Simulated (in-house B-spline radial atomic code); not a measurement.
Radial electron density of Pb6+, [Xe] 4f14 5d8. Computed with a B-spline radial code for spherical atoms: scalar-relativistic (X2C) B3LYP, spin-polarised, spherical fractional occupations, exact exchange averaged over the configuration, Fermi nucleus of rms radius 5.5012 fm.

One-electron X2C: radii and densities carry no picture-change correction, so inner-shell <1/r> comes out high (for 1s by about 2 % at Z = 33, 5 % at 54, 10 % at 75, 30 % at 118) and <r> low.

Columns: r (bohr), 4πr²n(r) (electrons per bohr), bar.

```
0.000244    3.333 #
  0.0003    4.407 #
0.000369    5.804 ##
0.000455    7.636 ##
0.000559    9.958 ###
0.000688    12.96 ####
0.000847    16.78 #####
 0.00104    21.54 ######
 0.00128    27.54 ########
 0.00158    35.02 ##########
 0.00194     43.8 #############
 0.00239    54.27 ################
 0.00294    66.07 ###################
 0.00362    78.94 #######################
 0.00445    91.93 ##########################
 0.00548    104.1 ##############################
 0.00674    113.7 #################################
  0.0083    119.2 ##################################
  0.0102    119.5 ##################################
  0.0126    114.5 #################################
  0.0155    106.8 ###############################
   0.019    101.2 #############################
  0.0234      103 #############################
  0.0288    115.6 #################################
  0.0355    135.9 #######################################
  0.0436    152.5 ############################################
  0.0537    153.6 ############################################
  0.0661    138.1 ########################################
  0.0813    122.2 ###################################
     0.1    124.9 ####################################
   0.123    141.4 ########################################
   0.152    141.7 #########################################
   0.187    112.6 ################################
    0.23    84.55 ########################
   0.282    86.03 #########################
   0.348    97.48 ############################
   0.428    84.73 ########################
   0.526    54.64 ################
   0.648    33.23 ##########
   0.797    26.06 #######
   0.981    21.47 ######
    1.21    14.04 ####
    1.49    6.811 ##
    1.83    2.424 #
    2.25   0.5935 
    2.77  0.09045 
    3.41 0.007413 
    4.19 0.0002836
```

On this grid the curve has 4 maxima, near 0.0102, 0.0537, 0.152, 0.348 bohr.

The 5p down radial function P(r) = rR(r), positive near the nucleus:

```json
{"r (bohr)": "0.000455", "P": "0.001432"}
{"r (bohr)": "0.000688", "P": "0.002533"}
{"r (bohr)": "0.00104", "P": "0.004554"}
{"r (bohr)": "0.00158", "P": "0.008376"}
{"r (bohr)": "0.00239", "P": "0.01548"}
{"r (bohr)": "0.00362", "P": "0.02875"}
{"r (bohr)": "0.00548", "P": "0.0529"}
{"r (bohr)": "0.0083", "P": "0.09495"}
{"r (bohr)": "0.0126", "P": "0.1623"}
{"r (bohr)": "0.019", "P": "0.2505"}
{"r (bohr)": "0.0288", "P": "0.3271"}
{"r (bohr)": "0.0436", "P": "0.2966"}
{"r (bohr)": "0.0661", "P": "0.0419"}
{"r (bohr)": "0.1", "P": "-0.3538"}
{"r (bohr)": "0.152", "P": "-0.3874"}
{"r (bohr)": "0.23", "P": "0.2739"}
{"r (bohr)": "0.348", "P": "0.6483"}
{"r (bohr)": "0.526", "P": "-0.2479"}
{"r (bohr)": "0.797", "P": "-1.18"}
{"r (bohr)": "1.21", "P": "-0.8828"}
{"r (bohr)": "1.83", "P": "-0.2423"}
{"r (bohr)": "2.77", "P": "-0.02046"}
```
